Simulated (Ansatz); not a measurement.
Species: sum formula NbO$_{2}$F, charge 0, multiplicity 1. 
Geometry from a B3LYP-D3(BJ)/def2-TZVP (Ansatz, a program for electronic structure) optimisation:
```
Nb
O 1 1.7180
O 1 1.7180 2 107.46
F 1 1.9103 2 113.91 3 -127.17
```
Charge 0, spin multiplicity 1.

Basis-set convergence of Hartree-Fock and MP2 correlation energies (hartree) with Ansatz. Valence correlation only, unless marked. Spin-orbit coupling is left out. The frozen core is the preceding noble-gas configuration, with the filled d and f shells of earlier blocks. Past Kr the def2 sets carry scalar-relativistic core potentials.

The T1 diagnostic of CCSD in the largest basis is 0.030, which is high, so the coupled-cluster rows are less sure than usual.

```csv
basis,functions,E(HF),"E(corr, MP2)"
def2-SVP,73,-305.40631,-0.77776
def2-TZVPP,149,(withheld),(withheld)
```

Some entries are withheld; supply them.


- def2-TZVPP, E(HF): -305.74792
- def2-TZVPP, E(corr, MP2): -0.96007
